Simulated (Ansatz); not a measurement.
`N[SiH](Cl)Cl`, charge 0, multiplicity 1.

(1) Give a relaxed structure at PBE0-D4/def2-TZVP (Ansatz 0.2.0). (An estimate is asked.)

Answers

(1) Computed: 
Z-matrix (Å, degrees):
```
Si
Cl 1 2.041
Cl 1 2.056 2 107.0
N 1 1.692 2 107.5 3 124.1
H 1 1.472 2 110.9 3 -115.5
H 4 1.007 1 120.6 2 -43.0
H 4 1.008 1 120.1 2 169.5
```
